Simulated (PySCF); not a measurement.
Compound: C5H13N2PSi.
Atom-mapped SMILES: `[CH3:1][SiH2:2][P:3]1[N:4]([CH3:5])[CH:6]=[CH:7][N:8]1[CH3:9]`

Geometry (GFN2-xTB, Å), atoms numbered from 1 in this order:
```xyz
22
C5H13N2PSi angstrom
C      3.417    0.140   -0.047
Si     1.737    0.625   -0.797
P      0.129    0.223    0.778
N     -0.457   -1.264    0.095
C     -0.643   -2.475    0.872
C     -1.431   -0.958   -0.869
C     -1.780    0.327   -0.922
N     -1.112    1.154   -0.005
C     -1.890    2.173    0.674
H      4.225    0.396   -0.723
H      3.594    0.657    0.892
H      3.474   -0.926    0.150
H      1.564   -0.100   -2.065
H      1.747    2.063   -1.112
H      0.137   -2.527    1.629
H     -1.619   -2.519    1.369
H     -0.551   -3.341    0.212
H     -1.811   -1.755   -1.484
H     -2.496    0.776   -1.586
H     -2.232    2.908   -0.058
H     -2.764    1.769    1.196
H     -1.248    2.673    1.398
```

Definitions: NICS(0) = −σiso at the ring centroid; NICS(1) = −σiso and NICS(1)zz = −σzz at ±1 Å along the ring normal z. Level: GIAO PBE0/pcSseg-1 (PySCF, non-relativistic, gas phase) on the GFN2-xTB geometry, one conformer.

Ring bond lengths (Å), with Mayer bond orders in brackets: P3–N4 1.739 (0.87), N4–C6 1.405 (0.98), C6–C7 1.332 (1.80), C7–N8 1.404 (0.98), N8–P3 1.737 (0.87).

Q: Give the NICS values of each ring in ppm.

A: 
```json
{"ring": "P3–N4–C6–C7–N8", "type": "5-membered ring with 2 N and P; formal bonds 1 double, 4 single", "NICS(0)": "-5.9", "NICS(1), two faces": "-3.0 / -1.3", "NICS(1)zz, two faces": "-3.3 / -4.5", "rms pucker (Å)": "0.05", "centre to ring atoms, mean (Å)": "1.29"}
```

Q: What can be read from them?

A: 
- P3–N4–C6–C7–N8: mean NICS(1)zz -3.9 ppm, shielded. Si2, outside the ring, lies 2.08 Å from a NICS(1) probe. The ring is puckered (0.05 Å rms).

Q: Give the inner angles of the rings and the Hirshfeld charges of the ring atoms.

A: 
- P3–N4–C6–C7–N8: P3 92.3° (+0.155 e), N4 108.5° (-0.125 e), C6 114.8° (-0.044 e), C7 114.7° (-0.042 e), N8 108.6° (-0.125 e); sum 538.8° against 540° for a flat convex ring.

Q: What are the shieldings of the ring atoms and their hydrogens in the same run (means over atoms taken as equivalent)?

A: 
| atoms | environment | σ isotropic (ppm) |
| --- | --- | --- |
| P3 | three-coordinate phosphorus | 213.8 |
| N4 (×2) | nitrogen bonded to 2 C and P | 214.4 |
| C6 (×2) | vinylic carbon bearing nitrogen | 56.6 |
| H18 (×2) | vinylic hydrogen | 26.10 |
